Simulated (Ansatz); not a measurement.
Reaction (formal hydrolysis of a Ga–C bond): `O=[CH][Ga]([OH])[OH]` + H₂O → `[OH][Ga]([OH])[OH]` + `C=O`

Isolated molecules relaxed with PBE0-D4/def2-TZVP in Ansatz; ΔE leaves out vibrations. CBS: MP2 limit from def2 TZ/QZ plus the TZ coupled-cluster correction, frozen cores. This one scheme is used for every species. DFT in def2-TZVPP. B3LYP here is the variant with VWN-RPA as its local correlation; programs differ in this. HSE06 is defined as in plane-wave codes. For Ga outer-core shells are correlated without core-valence functions, which leaves a few kJ/mol of doubt a bond. Scalar relativity is left out up to krypton. One conformer a species, not always the lowest.

```tsv
level	ΔE (kcal/mol)	difference from CCSD(T)/CBS
revPBE-D4	-13.9	3.5
BLYP-D4	-14.7	2.7
r2SCAN-D4	-16.8	0.6
B97M-V	-17.5	-0.1
B3LYP-D4	-16.3	1.1
r2SCANh-D4	-17.2	0.2
r2SCAN0-D4	-17.8	-0.4
BHLYP-D4	-18.5	-1.1
ωB97X-V	-17.9	-0.5
ωB97M-V	-17.0	0.4
B2PLYP	-18.4	-1.0
PBE-QIDH	-18.5	-1.1
PBE	-14.4	3.0
revPBE	-14.5	2.9
BLYP	-15.5	1.9
r2SCAN	-16.9	0.5
PBE0	-16.2	1.2
r2SCANh	-17.4	0.0
r2SCAN0	-17.9	-0.5
HSE06	-16.2	1.2
BHLYP	-19.2	-1.8
CAM-B3LYP	-18.2	-0.8
RPA@PBE/def2-TZVPP	-18.3	-0.9
HF/def2-SVP	-22.8	-5.4
MP2/def2-SVP	-22.6	-5.2
CCSD/def2-SVP	-22.0	-4.6
CCSD(T)/def2-SVP	-21.5	-4.1
HF/def2-TZVPP	-22.3	-4.9
MP2/def2-TZVPP	-19.6	-2.2
SCS-MP2/def2-TZVPP	-20.1	-2.7
CCSD/def2-TZVPP	-19.1	-1.7
CCSD(T)/def2-TZVPP	-18.5	-1.1
HF/def2-QZVPP	-22.4	-5.0
MP2/def2-QZVPP	-19.0	-1.6
SCS-MP2/def2-QZVPP	-19.6	-2.2
CCSD/def2-QZVPP	-19.1	-1.7
CCSD(T)/def2-QZVPP	-18.4	-1.0
HF/CBS(def2)	-22.4	-5.0
MP2/CBS(def2)	-18.5	-1.1
CCSD/CBS(def2)	-18.0	-0.6
CCSD(T)/CBS	-17.4	0
```

(1) What do rigid-rotor, harmonic-oscillator terms from PBE0-D4/def2-TZVP frequencies (298.15 K, 1 bar) make of the CCSD(T)/CBS value? (Estimate.)

Largest T1 diagnostic among the species: 0.016.

Results:

(1) Ansatz gave: ΔZPE = +0.6 kcal/mol, ΔH = -17.5 kcal/mol, ΔS = -12 J/(mol·K), ΔG = -16.6 kcal/mol.

From BLYP to BHLYP (50 % exact exchange), in def2-TZVPP and without D4, ΔE moves by −3.7 kcal/mol. Leaving LDA and LC-ωPBE aside and taking each functional with its dispersion term where it has one, the values spread over 4.6 kcal/mol, from PBE-QIDH to revPBE-D4.
